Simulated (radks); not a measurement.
Species: Ar IV. Configuration: [Ne] 3s1.5 3p3 3d0.5 (fractional occupations, a model configuration). Calculated with a radial shooting solver on a logarithmic mesh with Libxc functionals: non-relativistic Kohn-Sham, SCAN, spin-unpolarised, spherical densities, point nucleus; meta-GGA in the generalised Kohn-Sham scheme. Some entries of the table are withheld. Estimate them.

| orbital | occ. | eigenvalue (eV) | r(max) (bohr) | <r^2> (bohr^2) |
|---|---|---|---|---|
| 1s | 2 | (1) | 0.05655 | 0.009989 |
| 2s | 2 | (2) | (3) | 0.2030 |
| 2p | 6 | -283.6173 | 0.2813 | 0.1748 |
| 3s | 1.5 | (4) | 1.139 | (5) |
| 3p | 3 | -50.9877 | 1.198 | 2.253 |
| 3d | 0.5 | -27.6180 | 1.303 | 3.301 |

Answer. 
(1) 1s eigenvalue (eV): -3174.716
(2) 2s eigenvalue (eV): -350.5208
(3) 2s r(max) (bohr): 0.3396
(4) 3s eigenvalue (eV): -67.1661
(5) 3s <r^2> (bohr^2): 1.923
